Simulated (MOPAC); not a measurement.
MOPAC input (PM3):

```
PM3 PRECISE GNORM=0.05 LET XYZ CHARGE=-1 GEO-OK AUX(PRECISION=9) THREADS=1
CNO

N    -0.00000000 1   -0.00000000 1   -1.25788698 1
C    -0.00000000 1   -0.00000000 1   -0.07148933 1
O     0.00000000 1    0.00000000 1    1.15426811 1
```

Output:

```
 *******************************************************************************
 **                                                                           **
 **                              MOPAC v23.2.5                                **
 **                                                                           **
 *******************************************************************************
 ** MOPAC's Digital Object Identifier: https://doi.org/10.5281/zenodo.6511958 **
 **                                                                           **
 ** Please cite the open-source release paper for use of this MOPAC version:  **
 ** J. E. Moussa and J. J. P. Stewart (2026)                                  **
 ** MOPAC: An open-source semiempirical molecular orbital program             **
 ** J. Open Source Softw., 11(119), 8025, https://doi.org/10.21105/joss.08025 **
 *******************************************************************************

                              PM3 CALCULATION RESULTS

 *******************************************************************************
 *  PM3        - The PM3 Hamiltonian to be used
 *  GEO-OK     - OVERRIDE INTERATOMIC DISTANCE AND OTHER SAFETY CHECKS
 *
 *
 *
 *                 CHARGE ON SYSTEM = -1
 *
 *
 *
 *  LET        - OVERRIDE SOME SAFETY CHECKS
 *  PRECISE    - TIGHTER CRITERIA TO BE USED
 *  XYZ        - CARTESIAN COORDINATE SYSTEM TO BE USED
 *  GNORM      - EXIT WHEN GRADIENT NORM DROPS BELOW 0.050
 *  AUX        - OUTPUT AUXILIARY INFORMATION
 *******************************************************************************
PM3 PRECISE GNORM=0.05 LET XYZ CHARGE=-1 GEO-OK AUX(PRECISION=9) THREADS=1
 CNO

   ATOM   CHEMICAL          X               Y               Z
  NUMBER   SYMBOL      (ANGSTROMS)     (ANGSTROMS)     (ANGSTROMS)

     1       N         -0.00000000  *  -0.00000000  *  -1.25788698  *
     2       C         -0.00000000  *  -0.00000000  *  -0.07148933  *
     3       O          0.00000000  *   0.00000000  *   1.15426811  *

          CARTESIAN COORDINATES

    NO.       ATOM           X           Y           Z

     1         N         -0.0000     -0.0000     -1.2579
     2         C         -0.0000     -0.0000     -0.0715
     3         O          0.0000      0.0000      1.1543

  C: (PM3): J. J. P. STEWART, J. COMP. CHEM. 10, 209 (1989).
  N: (PM3): J. J. P. STEWART, J. COMP. CHEM. 10, 209 (1989).
  O: (PM3): J. J. P. STEWART, J. COMP. CHEM. 10, 209 (1989).

           Empirical Formula: C N O  =     3 atoms

      MOLECULAR POINT GROUP   :   C*v

      RHF CALCULATION, NO. OF DOUBLY OCCUPIED LEVELS = 8

          Geometry optimization using EF

          DIAGONAL MATRIX USED AS START HESSIAN

 CYCLE:     1  GRAD.:    30.477 HEAT: -44.47421
 CYCLE:     2  GRAD.:   305.730 HEAT: -21.70953
 CYCLE:     3  GRAD.:   193.574 HEAT: -40.47368
 CYCLE:     4  GRAD.:  2004.641 HEAT:  127.8172
 CYCLE:     5  GRAD.:    88.099 HEAT: -42.79716
 CYCLE:     6  GRAD.:    84.156 HEAT: -43.93788
 CYCLE:     7  GRAD.:    32.136 HEAT: -44.54548
 CYCLE:     8  GRAD.:    19.015 HEAT: -44.61213
 CYCLE:     9  GRAD.:     0.529 HEAT: -44.65065
 CYCLE:    10  GRAD.:     0.034 HEAT: -44.65069

     GRADIENT =  0.03429 IS LESS THAN CUTOFF =  0.05000

 -------------------------------------------------------------------------------
 PM3 PRECISE GNORM=0.05 LET XYZ CHARGE=-1 GEO-OK AUX(PRECISION=9) THREADS=1
 CNO

     GEOMETRY OPTIMISED USING EIGENVECTOR FOLLOWING (EF).
     SCF FIELD WAS ACHIEVED

                              PM3 CALCULATION
                                                       MOPAC v23.2.5 Linux

          FINAL HEAT OF FORMATION =        -44.65069 KCAL/MOL =    -186.81850 KJ/MOL

          COSMO AREA              =         69.02 SQUARE ANGSTROMS
          COSMO VOLUME            =         50.66 CUBIC ANGSTROMS

          GRADIENT NORM           =          0.03429          =       0.01980 PER ATOM
          IONIZATION POTENTIAL    =          3.567123 EV
          HOMO LUMO ENERGIES (EV) =         -3.567  8.787
          NO. OF FILLED LEVELS    =          8
          MOLECULAR WEIGHT        =         42.0171         POINT GROUP:  C*v

          MOLECULAR DIMENSIONS (Angstroms)

            Atom       Atom       Distance
            O     3    N     1     2.42899
            C     2    N     1     0.00000
            N     1    O     3     0.00000

          SCF CALCULATIONS        =         11

   ATOM   CHEMICAL          X               Y               Z
  NUMBER   SYMBOL      (ANGSTROMS)     (ANGSTROMS)     (ANGSTROMS)

     1       N          0.00000000  *   0.00000000  *  -1.26642565  *
     2       C         -0.00000000  *  -0.00000000  *  -0.07184277  *
     3       O          0.00000000  *  -0.00000000  *   1.16256360  *

                             CARTESIAN COORDINATES

   1    N        0.000000000     0.000000000    -1.266425654
   2    C       -0.000000000    -0.000000000    -0.071842767
   3    O        0.000000000    -0.000000000     1.162563601

           Empirical Formula: C N O  =     3 atoms

      MOLECULAR POINT GROUP   :   C*v

                  EIGENVALUES
 -29.76066 -22.62595 -11.53392  -8.49077  -8.49077  -6.32327  -3.56712  -3.56712
   8.78701   8.78701  10.01456  15.10209

              NET ATOMIC CHARGES AND DIPOLE CONTRIBUTIONS

  ATOM NO.   TYPE          CHARGE      No. of ELECS.   s-Pop       p-Pop
    1          N          -0.621098        5.6211     1.80903     3.81207
    2          C           0.163274        3.8367     1.23957     2.59715
    3          O          -0.542177        6.5422     1.87587     4.66631
 DIPOLE           X         Y         Z       TOTAL
 POINT-CHG.    -0.000    -0.000     0.694     0.694
 HYBRID        -0.000     0.000     0.850     0.850
 SUM           -0.000     0.000     1.544     1.544

          ATOMIC ORBITAL ELECTRON POPULATIONS

     Atom    s        px        py        pz
    1  N   1.80903   1.36693   1.36693   1.07822
    2  C   1.23957   0.85102   0.85102   0.89511
    3  O   1.87587   1.78205   1.78205   1.10220

 **********************
 *                    *
 * JOB ENDED NORMALLY *
 *                    *
 **********************

 == MOPAC DONE ==
```

The dipole moment of an ion depends on the origin.
